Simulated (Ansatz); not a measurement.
SnI₄⁺, relaxed as a doublet with UKS PBE0-D4/def2-SVP in Ansatz, starting from the PBE0-D4/def2-SVP geometry of the neutral singlet. Force threshold 0.02 eV/Å.

In the def2 sets I, Sn take a core potential; there is no spin–orbit coupling.

Start:

```tsv
atom	x (Å)	y (Å)	z (Å)
Sn1	0.000	0.000	0.000
I2	-0.916	1.183	-2.221
I3	2.547	0.720	0.410
I4	-0.141	-2.659	-0.282
I5	-1.489	0.756	2.093
```

Estimate the energy that the relaxation releases and the steps that it takes.

6.9 kcal/mol, in 13 steps; 55 s on 4 threads of Intel Xeon 6975P-C on a shared host. The force fell under the threshold at step 2, but the optimiser went on and released 0.291 eV more. No frequencies were taken in this run, so the end may be a saddle point.

Does the start keep its bonding and symmetry?

By distances, no bond broke or formed. The bond that changes most is Sn1–I2, from 2.68 to 2.76 Å (atoms count from 1). Point group Td at the start, C2v at the end, both within 0.05 Å.

Predict the relaxed structure.


Cartesian coordinates in Å:
```
Sn 0.120 0.167 0.283
I -0.943 0.614 -2.227
I 2.661 0.787 0.453
I -0.314 -2.363 -0.735
I -1.524 0.794 2.226
```
Bond lengths: 4 × I–Sn 2.62 to 2.76 Å.
